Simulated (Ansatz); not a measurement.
Geometry optimisation, Ansatz 0.2.0, RKS PBE-D4/def2-SVP.

Input:

```yaml
crystal:
  periodic: [false, false, false]
  atoms:
    - { symbol: Sn, position_ang: [-1.195061, 0.46015, 0.974976] }
    - { symbol: C, position_ang: [0.299963, -0.790214, 0.050139] }
    - { symbol: C, position_ang: [0.640296, -0.384819, -1.38909] }
    - { symbol: O, position_ang: [0.237337, 1.773006, 1.544839] }
    - { symbol: H, position_ang: [0.947637, 1.252288, 1.117635] }
    - { symbol: H, position_ang: [-2.032377, -0.16425, 2.355631] }
    - { symbol: H, position_ang: [-2.273228, 1.236942, -0.139464] }
    - { symbol: H, position_ang: [-0.013278, -1.853812, 0.096381] }
    - { symbol: H, position_ang: [1.194738, -0.719339, 0.708851] }
    - { symbol: H, position_ang: [0.92177, 0.687415, -1.445735] }
    - { symbol: H, position_ang: [-0.220291, -0.530204, -2.075149] }
    - { symbol: H, position_ang: [1.492494, -0.966962, -1.798913] }
basis:
  gaussian: { orbitals: def2-SVP }
hamiltonian:
  xc: pbe
  dispersion: d4
relax:
  f_tol: 0.03
  max_steps: 50
```

Run as:

```bash
$ ansatz run input.yaml --threads 2 --pin off --max-ram 3072MiB --backend cpu --events-out ev --progress --plain --runs-dir out
```

Task: Where does it end, and by what steps?

Result: It converged. The force dipped under the threshold on the way, but the program's further checks kept it going. After 22 steps the energy has fallen by 0.281 eV; H5 moved furthest, 1.01 Å.

```tsv
step	energy less start (eV)	largest force component (eV/Å)	accepted
0	0.0000	0.758	yes
1	-0.1249	0.486	yes
2	-0.1823	0.750	yes
3	-0.2036	0.809	yes
4	-0.2358	0.103	yes
5	-0.2406	0.237	yes
6	-0.2438	0.351	yes
7	-0.2599	0.048	yes
8	-0.2548	0.297	no
9	-0.2653	0.060	yes
10	-0.2609	0.810	no
11	-0.2697	0.058	yes
12	-0.2721	0.190	yes
13	-0.2759	0.014	yes
14	-0.2720	0.512	no
15	-0.2770	0.066	yes
16	-0.2777	0.094	yes
17	-0.2785	0.091	yes
18	-0.2792	0.017	yes
19	-0.2798	0.038	yes
20	-0.2801	0.038	yes
21	-0.2804	0.033	yes
22	-0.2806	0.018	yes
```

```xyz
12
Properties=species:S:1:pos:R:3
Sn -1.049 0.412 0.983
C 0.170 -1.030 -0.112
C 0.770 -0.410 -1.377
O -0.012 2.152 1.012
H 0.729 2.084 1.642
H -1.395 -0.074 2.618
H -2.479 0.877 0.130
H -0.471 -1.908 -0.340
H 0.957 -1.381 0.588
H 1.345 0.510 -1.143
H -0.017 -0.119 -2.104
H 1.453 -1.115 -1.897
```

Time of the run: 40 s on 2 threads of AMD EPYC 7B13 (Zen 3), with other jobs on the host, peak memory 0.17 GiB.
